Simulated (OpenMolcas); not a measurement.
Fe3+ in octahedral coordination: ligands and hosts compared

```yaml
Program: OpenMolcas
Method: SS-CASPT2, IPEA 0.25 Eh, imaginary shift 0.1 Eh
Active_space: 5 electrons in 5 orbitals (3d)
Spin-orbit_coupling: RASSI with atomic mean-field integrals over the reference wave functions
```

Distances were set from a Shannon-type radius of the metal (high-spin where two are listed) plus a fixed donor radius (O 1.38, F 1.31, OH 1.33 Å), in hosts weighted 0.65 to 0.35 with the host's distance in the model lattice. Anionic complexes are neutralised by point charges, and hosts are embedded clusters. Ligand basis ANO-RCC-VDZP. States (labels of the rotation group of each site). Energies in cm-1 above the lowest state or level, χT in cm3 K/mol.

```tsv
Ligand or host	R (Å)	Metal basis	Outer charge (e at Å behind ligand)	Ground state	First gap with spin-orbit (degeneracies)	χT at 300 K	First state of another spin
O	2.02	ANO-RCC-VTZP	1.5 at 2.4	6A1	18820 (6, 2)	4.384	4T1 19010
MgO	2.053	ANO-RCC-VTZP		6A1	0 (2, 4)	4.380	2T2 7830
Cs2NaYF6	2.033	ANO-RCC-VTZP		6A1	20190 (6, 2)	4.384	4T1 20350
Cs2GeF6	1.902	ANO-RCC-VTZP		6A1	15960 (6, 2)	4.383	4T1 16500
K2NaGaF6	1.949	ANO-RCC-VTZP		6A1	17460 (6, 2)	4.384	4T1 17730
KMgF3	1.966	ANO-RCC-VTZP		6A1	18610 (6, 2)	4.384	4T1 18820
KCdF3	2.024	ANO-RCC-VTZP		6A1	20310 (6, 2)	4.384	4T1 20460
OH	1.98	ANO-RCC-VDZP	0.5 at 2.8	2S+1 = 6	0 (4, 2)	4.383	2S+1 = 4: 15110
F	1.96	ANO-RCC-VTZP	0.5 at 3.2	6A1	19970 (6, 2)	4.384	4T1 20130
```

The rows also differ in their metal basis and outer charges, so part of each step comes from that.

Roots that are degenerate in the reference are averaged as groups; the widest CASPT2 spread within a group is 430 cm-1 (the 3-fold group of multiplicity 2 near 20000 cm-1 above the lowest state of its run, K2NaGaF6). Shifts and gaps below about the spread of the groups concerned are not significant. Over all roots computed the reference weight is 0.51 to 0.58 in O, 0.66 to 0.71 in MgO, 0.69 to 0.73 in Cs2NaYF6, 0.71 to 0.74 in K2NaGaF6, 0.71 to 0.74 in KMgF3, 0.70 to 0.73 in KCdF3, 0.64 to 0.68 in OH; the roots of lowest weight are the least certain, and an intruder state may touch them. Ligand-to-metal charge-transfer states are missing. With no ligand orbital active B as a rule stays too high, so bands that hang on it stand too high and its fall with covalency is understated. With one d shell and no ligand orbital active, 10Dq can be off by a tenth or more. The oxide ions are held by bare point charges, a crude embedding (holds for O). These CASPT2 states fit no ligand-field parameters well, so their order and spin gaps are uncertain (holds for O; MgO; Cs2NaYF6; Cs2GeF6; K2NaGaF6; KMgF3; KCdF3; F). This shell can be high or low spin here, a state of another spin lies low, and with metal d orbitals alone active their balance is uncertain, so the ground spin may be wrong (holds for MgO). Free-ion shares, where given, are those of the reference states; single-state CASPT2 does not remix them (holds for Cs2NaYF6; KMgF3; KCdF3; F). No measured value stands beside these numbers; the geometry is a model, was not optimised and need not be the one that this ion takes.

A state without a sure symmetry label is named by its multiplicity alone.
